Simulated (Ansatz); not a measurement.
Reaction (formal loss of a carbene): `CC[SiH](O)P` → `[CH2]` (triplet) + `C[SiH](O)P`

Isolated molecules relaxed with PBE0-D4/def2-TZVP in Ansatz; ΔE leaves out vibrations. CCSD(T)/CBS is the MP2 limit (def2-TZVPP, def2-QZVPP) plus CCSD(T) − MP2 in def2-TZVPP, frozen cores. This one scheme is used for every species. DFT in def2-TZVPP. B3LYP here is the variant with VWN-RPA as its local correlation; programs differ in this. Triplets are unrestricted, without spin–orbit coupling. One conformer a species, not always the lowest.

(1) Is it downhill or uphill in electronic energy at CCSD(T)/CBS, and by how much? (An estimate is asked.)

(2) What do these levels give: PBE-D4, r2SCAN-D4, B2PLYP, PBE0, B3LYP, CCSD/def2-TZVPP? (An estimate is asked.)

Largest T1 diagnostic among the species: 0.012.

Answers

(1) Ansatz gave: Uphill: ΔE = +100.8 kcal/mol.

(2) The calculation gave: PBE-D4 102.2, r2SCAN-D4 94.8, B2PLYP 97.9, PBE0 98.5, B3LYP 95.9, CCSD/def2-TZVPP 95.4 kcal/mol.

The D4 term adds +3.1 kcal/mol with B3LYP and +1.7 kcal/mol with PBE0; it sums over pairs of atoms, weighted by their polarisabilities, and B3LYP, whose exchange is more repulsive, gets the larger term. From PBE to PBE0 (25 % exact exchange), in def2-TZVPP and without D4, ΔE moves by −1.8 kcal/mol.
